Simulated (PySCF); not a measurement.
# Polarisability and C₆ of Kr⁺ (krypton, charge +1)

[Ar] 3d10 4s2 4p5, 2P determinant. Calculation: PySCF 2.14, in aug-cc-pVQZ-DK; the spin-free X2C one-electron Hamiltonian (Gaussian nucleus). Coupled (time-dependent) response in atomic units; α is the mean over directions.

| method | mean α (bohr³) | α xx, yy, zz | C₆ (like pair) | S(−4) |
| --- | --- | --- | --- | --- |
| wB97X | 10.82 | 10.37, 11.04, 11.04 | 66.41 | 21.50 |

S(−4) is the Cauchy moment in α(ω) = α(0) + S(−4) ω² + …

Spin-orbit coupling is absent.

α(iu) at wB97X:

| u (hartree) | α(iu) (bohr³) |
| --- | --- |
| 0 | 10.82 |
| 0.0500 | 10.77 |
| 0.100 | 10.61 |
| 0.200 | 10.03 |
| 0.300 | 9.217 |
| 0.500 | 7.374 |
| 0.750 | 5.389 |
| 1.00 | 3.970 |
| 1.50 | 2.330 |
| 2.00 | 1.516 |
| 3.00 | 0.7964 |
| 5.00 | 0.3467 |

A single London oscillator, α(iu) = α/(1 + u²/ω²), gives C₆ = (3/4) ω α². Matching the computed C₆ needs ω = 4 × 66.41 / (3 × 10.82²) = 0.756 hartree.

For an ion, C₆ is the dispersion term alone; charge-induced terms of lower order in 1/R come first.

The components differ because the open shell of this determinant is not spherical; for a pure term their mean is the scalar polarisability.
